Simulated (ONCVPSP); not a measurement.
# Varying the ONCV potential for cobalt

Base potential:

```json
{
 "Element": "Co (Z = 27)",
 "Generator": "ONCVPSP 4.0.1",
 "Type": "optimised norm-conserving Vanderbilt (ONCV)",
 "Functional": "PBEsol",
 "Relativity": "fully relativistic",
 "Frozen core": "[Ne]",
 "Valence charge": "17",
 "Reference configuration": "3s2 3p6 3d7 4s2",
 "Partial waves": "3s+4s: rc 1.05 bohr, ncon 4, nbas 7, qcut 12.9 1/bohr, 2 projectors; 3p: rc 0.75 bohr, ncon 4, nbas 7, qcut 10 1/bohr, 2 projectors, debl 1.8 Ha; 3d: rc 1.40 bohr, ncon 3, nbas 8, qcut 13.6 1/bohr, 3 projectors, debl 2.9 Ha",
 "Local potential": "polynomial inside 0.55 bohr (lpopt 5, dvloc0 0 Ha)",
 "Core correction": "Teter function, fcfact 2, rcfact 1.5"
}
```

Open shells are filled in proportion to 2j + 1.

In the p channel the program set the typed energies aside and used -2.384, 0.250 Ha (j = l + 1/2; the other j can differ).

Cutoffs, loose and tight: the cutoffs (Ha) at which the residual kinetic energy of the hardest occupied pseudo-wave falls to 1 and 0.1 mHa per electron. They do not see the model core or the augmentation charge, which bear on the density cutoff. Test errors are all-electron minus pseudo excitation energies from the reference, over the configurations 3s2 3p6 3d7 4s1; 3s2 3p6 3d7 4s0; 3s2 3p6 3d6 4s0; 3s2 3p6 3d7.5 4s1.5. A dash means not determined; rows that change the core or the reference have their own tests.

| change | outcome | cutoff, loose | cutoff, tight | bound ghosts | GHOST(+) flags above zero | largest test error (meV) |
| --- | --- | --- | --- | --- | --- | --- |
| base | generated, projector energies reset by the program | 117 Ha | 242 Ha | none | s | +9.8 |
| functional PBE | generated, projector energies reset by the program | 118 Ha | 242 Ha | none | s | +10.0 |
| p: qcut 8.3 | generated, projector energies reset by the program | 139 Ha | 246 Ha | none | s | +9.9 |
| d: debl 4.85 | generated, projector energies reset by the program | 117 Ha | 242 Ha | none | s, d5/2, d3/2 | +9.8 |
| core correction Teter function, fcfact 3, rcfact 1.5 | generated, projector energies reset by the program | 117 Ha | 242 Ha | none | s | +9.9 |
| p: nproj 1 | generated | 117 Ha | 242 Ha | none | s | +10 |
| core correction none | generated, projector energies reset by the program | 117 Ha | 242 Ha | none | s | +9.9 |
| scalar-relativistic | generated, projector energies reset by the program | 116 Ha | 241 Ha | none | s | +4.8 |
| d: qcut 14.6 | generated, projector energies reset by the program | 117 Ha | 242 Ha | none | s | +8.6 |
| p: rc 0.88 | generated, projector energies reset by the program | 61 Ha | 157 Ha | none | s | +10.0 |
